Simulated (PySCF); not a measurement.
C5H6Si, SMILES C(#CC)[SiH2]C#C. Atoms are numbered in the order given.

```xyz
12

C     -2.7796     1.5335     0.1596
C     -2.0468     0.5677     0.0524
Si    -0.9476    -0.8966    -0.1103
C      0.8039    -0.3877    -0.0396
C      1.9737    -0.0478     0.0075
C      3.3696     0.3605     0.0640
H     -3.4259     2.3870     0.2544
H     -1.2468    -1.8442     0.9980
H     -1.2308    -1.5649    -1.4100
H      3.9166     0.0280    -0.8334
H      3.8729    -0.0688     0.9458
H      3.4570     1.4576     0.1259
```
Charge 0, spin multiplicity 1.

Geometry: B3LYP-D3(BJ)/def2-SVP. The structure was generated by enumeration, and PubChem lists no compound with its InChIKey, so it may never have been made.

Vertical ionisation energy (IE) and electron affinity (EA) in eV. Rows of orbital energies are one-electron estimates. Where ΔSCF, EOM or ADC give a negative EA the extra electron is unbound and the value depends on the basis.

| level | IE | EA |
|---|---|---|
| −ε(HOMO), −ε(LUMO), r2SCAN/def2-TZVP (PySCF) | 6.77 | 0.96 |
| −ε(HOMO), −ε(LUMO), PBE/def2-TZVP (PySCF) | 6.55 | 1.19 |
